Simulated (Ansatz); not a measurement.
Saddle point of CH8SeSi, singlet (CH₆Si ([CH3][SiH3]) + H₂Se → CH₆SeSi ([CH3][SiH2][SeH]) + H₂; bonds formed: Si1–Se7, H2–H6; bonds broken: Si1–H2, H6–Se7), PBE0-D4/def2-TZVP structure:

Si1  (-0.452, 0.153, -0.242)
H2  (0.311, -1.294, 0.286)
H3  (-1.825, -0.378, -0.359)
H4  (-0.170, 1.349, -1.080)
C5  (-0.073, 0.775, 1.488)
H6  (0.371, -1.461, -0.653)
Se7  (0.226, -1.233, -2.480)
H8  (-0.362, 0.066, 2.267)
H9  (-0.610, 1.718, 1.644)
H10  (0.995, 0.988, 1.596)
H11  (1.589, -0.683, -2.467)
(Å)

Energies are electronic, without zero-point energy. Barriers and step energies count from the start structure reached by relaxing down the imaginary mode; all methods use the PBE0-D4 structures, on which another method's saddle can fall below an end. Computed with Ansatz 0.2.0 (basis: def2-TZVPP, with def2-QZVPP for the basis limit); correlated methods freeze the cores. Filled d shells of the heavier atoms are correlated. The def2 sets are not built for correlating such inner shells, so the correlated values are less sure here. B3LYP uses VWN-RPA correlation. Extrapolation: Hartree–Fock as exp(−7.88 √X), correlation as X^−2.97.

| method | barrier (eV) | step energy (eV) |
| --- | --- | --- |
| SPW92 | 1.379 | -0.414 |
| PBE-D4 | 1.636 | -0.478 |
| BLYP-D4 | 1.865 | -0.429 |
| r2SCAN-D4 | 1.802 | -0.468 |
| B97M-V | 2.020 | -0.364 |
| PBE0-D4 | 1.842 | -0.459 |
| B3LYP-D4 | 2.019 | -0.410 |
| r2SCAN0-D4 | 1.936 | -0.456 |
| BHLYP-D4 | ? | -0.387 |
| CAM-B3LYP-D4 | ? | -0.350 |
| wB97X-V | 2.186 | -0.395 |
| wB97M-V | 2.106 | -0.412 |
| B2PLYP | 2.125 | -0.397 |
| PBE-QIDH | 2.029 | -0.457 |
| RPA on PBE | 2.222 | -0.336 |
| HF | 2.883 | -0.255 |
| MP2 | ? | -0.498 |
| CCSD | 2.319 | -0.352 |
| CCSD(T) | 2.187 | -0.392 |

Problem. Fill in the withheld barriers. (Judge from chemistry; the value comes from the calculation.)

Solution. By the calculation: BHLYP-D4 2.261; MP2 2.086; CAM-B3LYP-D4 2.179 eV. Each is the energy of the saddle less that of the start structure, by the same method.

For comparison, the barrier by CCSD(T) at an estimated basis limit (MP2 extrapolated from triple and quadruple zeta, plus CCSD(T) − MP2 in triple zeta) is 2.088 eV.

The T1 diagnostic stays at or below 0.012.

Labels in which every atom is bracketed show which atoms are joined, not bond orders.

For scale, one of the runs: CCSD(T)/def2-TZVPP, 233 basis functions, launched by `ansatz run in.yaml --threads 4 --pin off --events-out ev --progress --plain --max-ram 9574MiB`. Time: 2 min of wall clock on 4 CPU threads of an Arm Neoverse V1; the host was shared. Peak host memory: 4 GiB.
